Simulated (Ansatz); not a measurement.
Job for Ansatz (an electronic-structure program): R-wB97X-V/def2-TZVPPD on CH7FOSi (a complex), monomers drawn apart or pushed together. Files ending in .json are basis or fitting sets from the Basis Set Exchange.

Ansatz 0.2 input:
```yaml
crystal:
  periodic: [false, false, false]
  atoms:
    - {symbol: C, position_ang: [-0.52593716, -0.43798256, -0.35759082]}
    - {symbol: F, position_ang: [0.62569914, 0.27791366, 0.00515469]}
    - {symbol: H, position_ang: [-1.39619282, 0.16936340, -0.11413249]}
    - {symbol: H, position_ang: [-0.47573475, -0.63352339, -1.42742892]}
    - {symbol: H, position_ang: [-0.54005836, -1.36946935, 0.20638247]}
    - {symbol: O, position_ang: [0.06653474, 0.89196945, 3.47992921]}
    - {symbol: Si, position_ang: [0.42278594, -0.38754216, 4.45295821]}
    - {symbol: H, position_ang: [0.43096704, 0.88637765, 2.58584570]}
    - {symbol: H, position_ang: [0.01228531, -1.67429657, 3.82983626]}
    - {symbol: H, position_ang: [-0.33465380, -0.18669517, 5.70511915]}
    - {symbol: H, position_ang: [1.87275572, -0.47823298, 4.75660501]}
basis:
  gaussian:
    orbitals: def2-TZVPPD.json
hamiltonian:
  xc: {name: wB97X-V}
scf: {lower_state_search: off}
```

The log:

```
Functional definition: wB97X-V
[...]
these checks for a lower state are left out or cut short: stability, starts, cluster_reference, orbital_swaps, neighbouring_geometries, increment
integrals: 0.28 GiB planned
1283 factors; their error is unknown
integrals: 0.32 GiB planned
403 factors; integrals over basis functions are off by at most 2.5e-5 eV
mean field: 1.60 GiB planned
mean field evaluation 1: about -13788.8664 eV, gradient 5.1e1 eV
mean field evaluation 2: about -13788.2184 eV, gradient 5.7e1 eV
mean field evaluation 4: about -13793.0918 eV, gradient 1.4e0 eV
mean field evaluation 8: about -13793.1044 eV, gradient 4.1e-2 eV
mean field evaluation 16: about -13793.1043 eV, gradient 2.1e-5 eV
mean field -13793.10430765 eV, -506.8872340044 hartree, gradient 8.2e-6 eV, S^2 0.000000; 0 other end points of the search recorded, 0 dependent functions left out
reference -13793.10430473 eV, -506.8872338971 hartree; 22, 22 occupied and 262, 262 virtual orbitals, 1283 factors
Total energy: -13793.10430473 eV, -506.8872338971 hartree
Checks for a lower state left out: stability, starts, cluster_reference, orbital_swaps, neighbouring_geometries, increment
```

The calculation finished and met its thresholds.

Cost: roughly 12 core-seconds.
